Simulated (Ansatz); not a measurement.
# Redistribution: C3H10OSi + Si2H6O4 → C2H8O2Si + CH8O3Si2

Species: C3H10OSi `CO[SiH](C)C`, singlet; Si2H6O4 `O[SiH2]O[SiH](O)O`, singlet; C2H8O2Si `CO[SiH](C)O`, singlet; CH8O3Si2 `C[SiH](O)O[SiH2]O`, singlet. The partners trade CH3 for OH; both sit on Si, so the bond types are kept.

Shapes, held fixed at every level: PBE0-D4/def2-TZVP. Flexible molecules stand in one conformer, not always the lowest. Programs: Ansatz 0.2.0. Electronic energies: no zero-point or thermal term.

| level | kind | ΔE (kJ/mol) | less CCSD(T)/CBS estimate |
| --- | --- | --- | --- |
| PBE-D4/def2-TZVPP | GGA | +4.3 | -2.3 |
| r2SCAN-D4/def2-TZVPP | meta-GGA | +5.1 | -1.5 |
| B3LYP-D4/def2-TZVPP | global hybrid | +5.2 | -1.4 |
| wB97X-V/def2-TZVPP | range-separated hybrid | +4.6 | -2.0 |
| MP2/def2-TZVPP | perturbation theory | +5.9 | -0.7 |
| CCSD(T)/def2-TZVPP | coupled cluster or CI | +5.8 | -0.8 |
| CCSD/def2-TZVPP | coupled cluster or CI | +5.8 | -0.8 |
| CCSD(T)/CBS estimate | coupled cluster or CI | +6.6 | 0.0 |

The highest level, CCSD(T)/CBS estimate, gives ΔE = +6.6 kJ/mol; the levels span +4.3 to +6.6. The column of differences is taken from that level and isn't an error. No measured value is set beside it here. The CBS estimate extrapolates MP2 from def2-TZVPP and def2-QZVPP and adds CCSD(T) − MP2 in the triple-zeta set, cores frozen.
